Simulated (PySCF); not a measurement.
**Radial density of Te (tellurium, neutral)**

UHF, [Kr] 4d10 5s2 5p3 5d1, high-spin 5D determinant (an excited configuration). Calculation: PySCF 2.14, in x2c-QZVPPall with one added diffuse shell each of s, p, d, f type (14s10p8d5f1g, 128 functions); the spin-free X2C one-electron Hamiltonian (Gaussian nucleus).

```csv
r (bohr),4πr²ρ (e/bohr),4πr²(ρα − ρβ)
0.0301,60.68,0.0256
0.0507,64.64,0.0561
0.0853,86.95,0.0304
0.143,63.38,-0.0025
0.241,72.39,0.1104
0.406,34.58,0.0122
0.683,26.43,0.2463
1.15,12.63,0.0580
1.93,3.580,1.5338
3.25,1.146,0.8960
5.46,0.2316,0.2275
9.19,0.03036,0.0304
```

Densities and radii are taken from the X2C orbitals without a picture-change correction, which distorts them close to the nucleus.

The outer electron is Rydberg-like, and this basis confines it to a smaller radius and binds it less than a complete one would.

**Question.** Where is the radial spin density 4πr²(ρα − ρβ) most negative, and why is it negative at all?

**Answer.** Around r = 0.143 bohr, down to -0.0025 e/bohr: exchange with the open shell polarises the paired shells in an unrestricted calculation.
